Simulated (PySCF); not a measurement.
## TDDFT excited states: C6H13AlOS

Compound: C₆H₁₃AlOS.
Structure used (PBE0-D3(BJ)/def2-SVP), in Å, numbered top down from 1:
```
atom  x, y, z in Å
C1     2.0482    1.1669   -0.2173
C2     1.7772   -0.2435    0.1780
S3     2.9140   -1.4053    0.1819
C4     0.3684   -0.5334    0.6745
C5    -0.2062   -1.8885    0.3015
C6    -0.7638   -1.6165   -1.0912
C7    -1.3532   -0.2246   -0.9479
O8    -0.5755    0.4001    0.1001
Al9   -1.2721    2.0232    1.0062
H10    1.4120    1.4570   -1.0698
H11    1.7647    1.8473    0.6056
H12    3.1040    1.3051   -0.4751
H13    0.3705   -0.3463    1.7620
H14   -1.0084   -2.1561    1.0055
H15    0.5701   -2.6635    0.3280
H16    0.0525   -1.6221   -1.8305
H17   -1.5151   -2.3509   -1.4117
H18   -1.2745    0.3986   -1.8499
H19   -2.4016   -0.2381   -0.6107
H20   -2.7357    1.4969    1.4081
H21   -1.1802    3.0805   -0.1966
H22   -0.1640    2.1111    2.1671
```

Method: TDDFT PBE0/def2-SVPD, vertical, gas phase, core orbitals frozen in the response in PySCF 2.14.0, density-fitted response routines.

```json
{"state": "S1", "E (eV)": "2.54", "λ (nm)": "487.7", "f": "0.0000", "main configurations (H = HOMO, L = LUMO)": "H→L (100%)"}
{"state": "S2", "E (eV)": "4.16", "λ (nm)": "298.3", "f": "0.0001", "main configurations (H = HOMO, L = LUMO)": "H-1→L (99%)"}
{"state": "S3", "E (eV)": "4.25", "λ (nm)": "292.0", "f": "0.019", "main configurations (H = HOMO, L = LUMO)": "H-2→L (99%)"}
{"state": "S4", "E (eV)": "5.62", "λ (nm)": "220.7", "f": "0.031", "main configurations (H = HOMO, L = LUMO)": "H-4→L (77%), H-3→L (15%)"}
{"state": "S5", "E (eV)": "5.75", "λ (nm)": "215.6", "f": "0.209", "main configurations (H = HOMO, L = LUMO)": "H-3→L (77%), H-4→L (15%)"}
{"state": "S6", "E (eV)": "5.96", "λ (nm)": "207.9", "f": "0.031", "main configurations (H = HOMO, L = LUMO)": "H→L+1 (92%)"}
{"state": "S7", "E (eV)": "6.36", "λ (nm)": "194.9", "f": "0.0062", "main configurations (H = HOMO, L = LUMO)": "H-1→L+1 (68%), H-1→L+2 (24%)"}
{"state": "S8", "E (eV)": "6.43", "λ (nm)": "192.7", "f": "0.0038", "main configurations (H = HOMO, L = LUMO)": "H-6→L (84%)"}
{"state": "S9", "E (eV)": "6.53", "λ (nm)": "190.0", "f": "0.035", "main configurations (H = HOMO, L = LUMO)": "H→L+2 (72%)"}
{"state": "S10", "E (eV)": "6.54", "λ (nm)": "189.5", "f": "0.0088", "main configurations (H = HOMO, L = LUMO)": "H-2→L+1 (72%), H-2→L+2 (23%)"}
```

Triplets, Tamm–Dancoff:

| state | E (eV) | λ (nm) | main configurations (H = HOMO, L = LUMO) |
| --- | --- | --- | --- |
| T1 | 2.06 | 600.8 | H→L (99%) |
| T2 | 3.20 | 387.4 | H-3→L (90%) |
| T3 | 4.13 | 299.9 | H-1→L (97%) |
| T4 | 4.23 | 293.2 | H-2→L (92%) |

The lowest singlet comes at 488 nm (245 kJ/mol) in the visible; it is dark (f under 0.0005); its leading configuration is HOMO→LUMO (100%). The strongest level in the table is S5 at 5.75 eV (216 nm, f = 0.209). Löwdin shares by element: HOMO sulfur 72%, carbon 16% or more; LUMO carbon 49% or more, sulfur 40%. Orbital energies (eV): HOMO-3 -8.74, HOMO-2 -7.64, HOMO-1 -7.49, HOMO -6.89, LUMO -2.58, LUMO+1 -0.01, LUMO+2 0.44. Weighted by f, the mean energy of these states is 5.79 eV. The oscillator strengths of these states sum to 0.345; summed over the whole spectrum of an exact calculation they would give the number of electrons, 86 (Thomas–Reiche–Kuhn). S1 lies in the visible range (380 to 750 nm), at 488 nm, dark in the vertical dipole picture (f under 0.0005); light of that wavelength is green-blue to blue-green, and its complementary colour is orange to red; a Tamm–Dancoff triplet lies at 601 nm, without intensity as long as spin–orbit coupling is left out. All these states lie below the vertical ionisation energy of 8.70 eV (ΔSCF). The window holds the lowest 10 singlets.

On an Arm Neoverse V1 with one thread (shared host), this took 10 min of wall time and 1.4 GiB of memory at its peak.

One conformer stands for the species.
